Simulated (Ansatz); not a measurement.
Cost and result for the atomization energy of C4H9B (14 atoms, 15 bonds).

```xyz
14

B    -0.882    0.881    0.319
C     0.810    1.117   -0.114
C     0.317   -0.190   -0.312
C    -0.906   -0.279   -1.009
C     0.755   -1.303    0.584
H    -1.161    0.517    1.422
H    -1.414    1.836   -0.154
H     0.800    1.835   -0.923
H     1.575    1.261    0.638
H    -1.459   -1.208   -0.945
H    -1.074    0.311   -1.900
H    -0.073   -1.966    0.833
H     1.513   -1.888    0.055
H     1.201   -0.924    1.505
```

Total charge 0; spin multiplicity 1. The bonds changed during the relaxation, so this is another structure than the one it started from. The structure was optimised at the PBE0-D4/def2-TZVP level. It is one conformer, not always the lowest. Program: Ansatz. All runs use 4 threads of an Arm Neoverse V1 on a shared host. Times are those of one run each, without the atoms' runs, and a repeat can differ threefold. Electronic energies, without spin–orbit coupling; frozen cores. CCSD(T)/CBS adds CCSD(T) − MP2 in def2-TZVPP to the MP2 limit, and its time is that of the two runs behind it. T1 = 0.010. B3LYP takes the VWN-RPA correlation (the form of Gaussian; ORCA's B3LYP/G).

CCSD(T)/CBS is a level of theory with its own doubt, some kJ/mol a heavy atom from the limit and from the frozen cores, so smaller differences don't rank the functionals.

| level | functions | wall time | atomization (kJ/mol) | difference from CCSD(T)/CBS | per bond |
| --- | --- | --- | --- | --- | --- |
| PBE0-D4/def2-TZVPP | 281 | 3.3 s | 5630.3 | 79.5 | 5.3 |
| PBE-D4/def2-TZVPP (with forces) | 281 | 3.4 s | 5696.2 | 145.4 | 9.7 |
| r2SCAN-D4/def2-TZVPP (with forces) | 281 | 6 s | 5607.0 | 56.2 | 3.7 |
| B3LYP-D4/def2-TZVPP (with forces) | 281 | 6 s | 5573.3 | 22.5 | 1.5 |
| B2PLYP/def2-TZVPP | 281 | 7 s | 5519.8 | -31.0 | -2.1 |
| ωB97X-V/def2-TZVPP | 281 | 9.5 s | 5573.0 | 22.2 | 1.5 |
| ωB97M-V/def2-TZVPP (with forces) | 281 | 14 s | 5590.3 | 39.5 | 2.6 |
| MP2/def2-QZVPP | 555 | 35 s | 5583.8 | 33.0 | 2.2 |
| CCSD(T)/def2-TZVPP | 281 | 3.8 min | 5439.6 | -111.2 | -7.4 |
| CCSD(T)/CBS(def2) | – | 4.4 min | 5550.8 | 0.0 | 0.0 |

The D4 term adds +41.7 kJ/mol with B3LYP and +21.7 kJ/mol with PBE0; it sums over pairs of atoms, weighted by their polarisabilities, and B3LYP, whose exchange is more repulsive, gets the larger term. From PBE to PBE0 (25 % exact exchange), in def2-TZVPP and without D4, the atomization energy moves by −61.5 kJ/mol: exact exchange takes away binding that semilocal exchange gives to molecules. In def2-TZVPP, CCSD(T) changes the Hartree–Fock value by +1228.6 kJ/mol (the triples alone add +75.0 kJ/mol) and MP2 by +1307.6 kJ/mol; breaking electron pairs costs correlation energy, which Hartree–Fock lacks.
